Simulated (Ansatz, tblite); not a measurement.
Spin states of [AuF4]- (AuF4⁻), formally d⁸, each relaxed with PBE0-D4/def2-SVPD in Ansatz. Electronic energies in the gas phase.

In the def2 sets Au takes a core potential; there is no spin–orbit coupling. The xTB rows come from tblite. Correlated methods freeze 4 core orbitals; core or outer-core shells of Au are correlated, in sets that lack core-valence functions. The rows differ in basis, and correlated rows in double-zeta sets carry the largest basis error. In CCSD on the charge -1 triplet the largest single amplitude is 0.26, so its Hartree–Fock determinant may place the open shell otherwise than the density functionals do.

Singlet geometry (D4h within 0.1 Å):

```xyz
5

Au    0.0000    0.0000    0.0000
F    -0.2133   -1.7895   -0.7004
F    -1.7635    0.4623   -0.6441
F     0.2133    1.7895    0.7004
F     1.7635   -0.4623    0.6440
```

Triplet geometry (D4h within 0.1 Å):

```xyz
5

Au    0.0000    0.0000    0.0000
F    -0.0049    2.0026    0.2272
F    -0.8548    0.2037   -1.8138
F     0.0049   -2.0026   -0.2272
F     0.8548   -0.2037    1.8138
```

Only these spin states were relaxed.

Second-order perturbation terms are unreliable where d shells bring near-degenerate states, and here MP2/def2-SVPD, MP2/def2-TZVPD lie more than 0.4 eV from the median of the functionals without such a term.

**Question.** Estimate which spin state lies lowest at each of these levels, and by how much: GFN2-xTB; HF/def2-TZVPD; r2SCAN-D4/def2-TZVPD; PBE0-D4/def2-TZVPD; r2SCAN0-D4/def2-TZVPD; BHLYP-D4/def2-TZVPD; B2PLYP/def2-TZVPD; RPA@PBE/def2-TZVPD; MP2/def2-SVPD; MP2/def2-TZVPD; CCSD/def2-SVPD; CCSD(T)/def2-SVPD.

**Answer.** 
```json
{"level": "GFN2-xTB", "triplet − singlet (kcal/mol)": "62.6", "lowest of these": "singlet", "remarks": "–"}
{"level": "HF/def2-TZVPD", "triplet − singlet (kcal/mol)": "63.7", "lowest of these": "singlet", "remarks": "–"}
{"level": "r2SCAN-D4/def2-TZVPD", "triplet − singlet (kcal/mol)": "52.8", "lowest of these": "singlet", "remarks": "–"}
{"level": "PBE0-D4/def2-TZVPD", "triplet − singlet (kcal/mol)": "59.4", "lowest of these": "singlet", "remarks": "–"}
{"level": "r2SCAN0-D4/def2-TZVPD", "triplet − singlet (kcal/mol)": "61.0", "lowest of these": "singlet", "remarks": "–"}
{"level": "BHLYP-D4/def2-TZVPD", "triplet − singlet (kcal/mol)": "65.2", "lowest of these": "singlet", "remarks": "–"}
{"level": "B2PLYP/def2-TZVPD", "triplet − singlet (kcal/mol)": "61.0", "lowest of these": "singlet", "remarks": "test for broken spin undecided (singlet)"}
{"level": "RPA@PBE/def2-TZVPD", "triplet − singlet (kcal/mol)": "56.3", "lowest of these": "singlet", "remarks": "–"}
{"level": "MP2/def2-SVPD", "triplet − singlet (kcal/mol)": "71.4", "lowest of these": "singlet", "remarks": "–"}
{"level": "MP2/def2-TZVPD", "triplet − singlet (kcal/mol)": "75.6", "lowest of these": "singlet", "remarks": "–"}
{"level": "CCSD/def2-SVPD", "triplet − singlet (kcal/mol)": "65.8", "lowest of these": "singlet", "remarks": "–"}
{"level": "CCSD(T)/def2-SVPD", "triplet − singlet (kcal/mol)": "63.7", "lowest of these": "singlet", "remarks": "–"}
```

Change of the triplet − singlet gap on mixing in exact exchange, in kcal/mol: r2SCAN to r2SCAN0 (25 % exact exchange) 8.3. The xTB methods have no spin-polarisation term.

```tsv
state	donor atoms	mean metal–ligand distance (Å)	range (Å)	Mulliken spin on the metal (PBE0)
singlet	4	1.933	1.93–1.93	0
triplet	4	2.015	2.02–2.02	1.02
```

⟨S²⟩ at PBE0-D4/def2-TZVPD: singlet 0.00 (pure 0.00), triplet 2.01 (pure 2.00).
